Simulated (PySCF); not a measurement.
# What a mistake does to a calculation on CFH4Si

These are calculations, not measurements. They come from PySCF 2.14.0, an open-source quantum chemistry program, on an isolated molecule that a program drew, which may never have been made. The molecule is CFH4Si (charge 0, doublet), drawn as the SMILES string `C[SiH]F`.

Each row is a Hartree-Fock (HF) and frozen-core CCSD(T) single point in the cc-pV(D+d)Z basis, meant for a local HF minimum. Run 1 is clean. Each other run has one planted mistake out of seven kinds, and not every kind appears here: one electron removed, one electron added, multiplicity raised by two, geometry at a saddle point, minimal basis STO-3G, one bond length entered in bohr, all coordinates scaled. The reference is restricted for singlets and unrestricted otherwise, and also for a bond in bohr. Adding or removing an electron swaps singlet and doublet. Electrons count all cores. HOMO and LUMO are orbital energies over both spins, the gradient is its largest component, and the lowest frequency (negative if imaginary) is given only where the gradient is small. Bond lengths are over the 6 bonds as drawn. T1 is the CCSD diagnostic: over 0.02 (restricted) or 0.045 (unrestricted) a single reference is doubtful.

Geometry of the clean run:
```xyz
7
CFH4Si, angstrom
C    -1.2698   -2.1139   -1.8067
Si   -3.0638   -2.6120   -1.9885
F    -3.7254   -1.7194   -3.1742
H    -0.7461   -2.2429   -2.7588
H    -0.7795   -2.7388   -1.0552
H    -1.1764   -1.0697   -1.5009
H    -3.2014   -4.0321   -2.3909
```

```
run  electrons  basis functions  <S^2>  HOMO (eV)  LUMO (eV)  gradient (hartree/bohr)  lowest frequency (cm^-1)  mean bond (Å)  longest bond (Å)      T1  HF (hartree)  CCSD(T) (hartree)                          mistake
  1         33               71  0.753      -9.21       1.75                  1.6e-05                       156         1.3763             1.871  0.0126    -428.60062         -429.05710                         no fault
  2         33               71  1.463      -9.39       1.70                  1.7e-02                         -         1.5384             2.066  0.0588    -428.47364         -428.92604  one bond length entered in bohr
  3         33               71  0.753      -9.51       1.33                  3.6e-02                         -         1.4534             1.975  0.0140    -428.58371         -429.04724           all coordinates scaled
  4         33               71  3.768      -3.44      -3.21                  1.3e-01                         -         1.3763             1.871  0.0414    -428.29536         -428.75514       multiplicity raised by two
  5         33               23  0.752      -6.28       6.13                  2.4e-02                         -         1.3763             1.871  0.0129    -423.34969         -423.48292                                ?
  6         34               71  0.000      -0.01       9.67                  9.7e-02                         -         1.3763             1.871  0.0107    -428.56637         -429.05031                                ?
```

**Which mistake was planted in run 5, and what did it cost?**

It has 23 basis functions where the clean run has 71, with the same electrons and geometry. So the mistake is: minimal basis STO-3G. Subtracting run 1 and multiplying by 627.51 kcal/mol a hartree, the energy moved by 3295.0 kcal/mol in HF and 3497.9 kcal/mol in CCSD(T).

**Which mistake was planted in run 6, and what did it cost?**

It counts 34 electrons, one more than the clean run, at the same geometry and basis. So the mistake is: one electron added. Subtracting run 1 and multiplying by 627.51 kcal/mol a hartree, the energy moved by 21.5 kcal/mol in HF and 4.3 kcal/mol in CCSD(T).

Cautions from the logs. Run 2: T1 is over the limit, so its CCSD(T) energy is less reliable; run 6: the added electron raises the CCSD(T) energy, so it isn't bound in this basis.
